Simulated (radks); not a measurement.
Values are calculated unless marked as measured or tabulated.
Question: Valence configurations of Pd3+ (all share [Kr]). Level of theory: scalar-relativistic Kohn-Sham, PBE, spin-polarised, spherical densities, finite nucleus; open shells are filled with parallel spins first (spin-orbit coupling, left out, can overturn this in heavy ions); Fermi nuclear charge, rms radius 4.5318 fm (a radial shooting solver on a logarithmic mesh with Libxc functionals). Order these by energy: 4d6.5 5p0.5; 4d5.5 5s1 5p0.5; 4d5 5s2; 4d6 5s1; 4d6.5 5s0.5; 4d7; 4d5 5s1 5p1; 4d6 5p1; 4d5 5p2.

Answer: From the lowest, in eV above it: 4d7 0.000; 4d6.5 5s0.5 4.699; 4d6.5 5p0.5 8.563; 4d6 5s1 9.637; 4d6 5p1 17.623; 4d5.5 5s1 5p0.5 18.932; 4d5 5s2 23.053; 4d5 5s1 5p1 28.736; 4d5 5p2 37.238. NIST lists [Kr] 4d7 as the ground configuration; this level of theory agrees among the configurations tried. The energies are those of spherical high-spin densities, not of single terms.
